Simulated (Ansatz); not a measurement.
C2H7GeNO, SMILES `C[N](C)[Ge][OH]`, relaxed with RKS PBE0-D4/def2-TZVP in Ansatz from a PBE-D4/def2-SVP geometry. The force threshold is 0.005 eV/Å; the program also tests the step.

Total charge 0; spin multiplicity 1.

Start:

```xyz
12

C     0.816   -0.088    0.752
N    -0.251    0.092   -0.203
C    -1.306    0.976    0.250
Ge   -0.419   -0.676   -1.907
O     1.038   -1.759   -1.953
H     0.482   -0.622    1.674
H     1.656   -0.667    0.311
H     1.242    0.891    1.079
H    -2.086    1.077   -0.534
H    -0.923    1.999    0.482
H    -1.805    0.597    1.174
H     1.556   -1.821   -1.126
```

By how much does the energy fall, and how many steps does the optimiser take? (Best estimate.)

Computed: 0.06 eV, in 15 steps, 1 of them rejected.

Which bonds change most? (An estimate is asked.)

The calculation gave: N2–Ge4 from 1.876 to 1.842 Å; Ge4–O5 from 1.816 to 1.793 Å; C1–H7 from 1.111 to 1.092 Å; C1–H6 from 1.117 to 1.099 Å.

Give the relaxed structure. (Best estimate.)

Computed: 
```xyz
12

C     0.801   -0.089    0.768
N    -0.249    0.069   -0.200
C    -1.290    0.962    0.248
Ge   -0.437   -0.688   -1.868
O     1.021   -1.727   -1.970
H     0.428   -0.538    1.699
H     1.604   -0.728    0.395
H     1.252    0.878    1.027
H    -2.064    1.057   -0.519
H    -0.897    1.967    0.457
H    -1.769    0.597    1.166
H     1.600   -1.760   -1.204
```
